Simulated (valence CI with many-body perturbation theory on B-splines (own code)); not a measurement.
## Hyperfine factors and g values of Sn

Calculated by relativistic CI+MBPT: four valence electrons over a frozen Dirac-Fock core [Kr] 4d10, a basis of 11 s, 11 p, 9 d, 7 f, 5 g, 2 h, 1 i functions for each j, with the one-electron correlation potential Σ1, the two-electron term Σ2, the three-electron term Σ3, Breit, model QED; selected CI, second order for the rest, scaled by the run's own slope (own B-spline code, finite nucleus).

Against 31 measured levels this calculation errs by 50 cm⁻¹ on average and by 287 at most. These come from a selection out of the NIST Handbook of Basic Atomic Spectroscopic Data. Levels without a partner in it may be off by more. Among the levels kept, up to 400 cm⁻¹ of a level comes from second order outside the variational space, and about a tenth of that is noise between levels of different J, which matters for small intervals.

A/g_I is the dipole constant over the nuclear g factor μ/I (μ in nuclear magnetons, uniformly magnetised nucleus), B/Q the quadrupole constant per barn. Both hold the static response of the core; the bare values leave it out. Large factors of s and p1/2 electrons are usually good to 5 to 10 %; those of open d and f shells near neutrality can be off by tens of per cent, and small factors of p3/2, d and f electrons come from cancelling terms and can be off by a factor of two or in sign, in half-filled shells by more. B is blank for J = 1/2, where it vanishes, and for nearly pure S terms. Energies count from the lowest level. Levels with J = 0 are left out.

Levels are named by their leading jj configuration (3d3/2^4 stands for four electrons in 3d with j = 3/2), which in mixed levels can hold well under half, so a name can repeat and another be missing.

| Level | E (cm⁻¹) | g | A/g_I (MHz) | A/g_I bare | B/Q (MHz/b) | B/Q bare |
| --- | --- | --- | --- | --- | --- | --- |
| (5s^2 5p1/2 5p3/2) J=1 | 1695 | 1.501 | -272 | -297 | 402 | 323 |
| (5s^2 5p1/2 5p3/2) J=2 | 3430 | 1.448 | 585 | 474 | -693 | -566 |
| (5s^2 5p3/2^2) J=2 | 8573 | 1.053 | 599 | 545 | 1440 | 1170 |
| (5s^2 5p1/2 6s) J=1 | 35008 | 1.380 | 2310 | 2110 | -147 | -120 |
| (5s^2 5p3/2 6s) J=2 | 38729 | 1.501 | 748 | 649 | 959 | 778 |
| (5s 5p1/2 5p3/2^2) J=2 | 39338 | 1.994 | 4110 | 3610 |  |  |
| (5s^2 5p3/2 6s) J=1 | 39351 | 1.119 | 103 | 46.3 | 613 | 498 |
| (5s^2 5p1/2 6p1/2) J=1 | 42329 | 0.703 | 1680 | 1540 | -37.5 | -30.7 |
| (5s^2 5p1/2 6p3/2) J=1 | 43359 | 1.341 | -601 | -538 | -28.5 | -23.4 |
| (5s^2 5p1/2 6p3/2) J=2 | 43419 | 1.184 | 807 | 732 | -18.8 | -16.0 |
| (5s^2 5p1/2 5d3/2) J=2 | 43628 | 0.879 | 654 | 597 | -216 | -185 |
| (5s^2 5p1/2 5d5/2) J=2 | 44072 | 1.115 | 35.8 | 36.8 | -152 | -137 |
| (5s^2 5p1/2 5d3/2) J=1 | 44429 | 0.640 | -951 | -836 | -43.5 | -40.1 |
| (5s^2 5p1/2 5d5/2) J=3 | 44525 | 1.170 | 616 | 551 | -451 | -381 |
| (5s^2 5p3/2 6p3/2) J=1 | 46593 | 1.108 | 264 | 198 | 88.9 | 72.7 |
| (5s^2 5p3/2 6p3/2) J=3 | 46996 | 1.334 | 239 | 193 | 1090 | 882 |
| (5s^2 5p3/2 5d3/2) J=2 | 47068 | 0.937 | 151 | 126 | 201 | 160 |
| (5s^2 5p3/2 6p1/2) J=2 | 47235 | 1.335 | 361 | 293 | 624 | 505 |
| (5s^2 5p3/2 5d5/2) J=3 | 47395 | 1.234 | 685 | 607 | 419 | 338 |
| (5s^2 5p3/2 6p1/2) J=1 | 47806 | 1.850 | 395 | 303 | 80.1 | 64.7 |
| (5s^2 5p3/2 5d5/2) J=4 | 48072 | 1.251 | 138 | 109 | 983 | 782 |
| (5s^2 5p1/2 7s) J=1 | 48157 | 1.324 | 1790 | 1640 | -8.11 | -6.74 |
| (5s^2 5p3/2 6p3/2) J=2 | 48190 | 1.150 | 294 | 250 | 466 | 381 |
| (5s^2 5p3/2 5d5/2) J=2 | 48618 | 1.402 | 202 | 158 | -322 | -258 |
| (5s^2 5p3/2 5d3/2) J=1 | 48913 | 1.228 | -249 | -271 | -241 | -190 |
| (5s^2 5p3/2 5d3/2) J=3 | 49874 | 1.039 | 401 | 355 | 780 | 629 |
| (5s^2 5p3/2 5d5/2) J=1 | 50082 | 1.061 | -350 | -294 | 75.8 | 59.8 |
| (5s^2 5p1/2 7p1/2) J=1 | 50648 | 0.665 | 1640 | 1510 | 0.109 | 0.0953 |
| (5s^2 5p1/2 6d5/2) J=2 | 50926 | 1.189 | -15.9 | -17.9 | -36.9 | -35.9 |
| (5s^2 5p1/2 7p3/2) J=1 | 50999 | 1.470 | -747 | -682 | -7.93 | -6.51 |
| (5s^2 5p1/2 7p3/2) J=2 | 51058 | 1.175 | 805 | 735 | -22.5 | -18.6 |
| (5s^2 5p1/2 6d3/2) J=2 | 51112 | 0.854 | 720 | 659 | -46.1 | -40.3 |

Q: Take the isotope of mass number 119, with I = 1/2, μ = -1.0459 μN. What is the hyperfine structure of (5s^2 5p1/2 6s) J=1?

A: From the table A = -4840 MHz. Shifts from the centre of gravity in MHz: F = 1/2: 4840, F = 3/2: -2420.
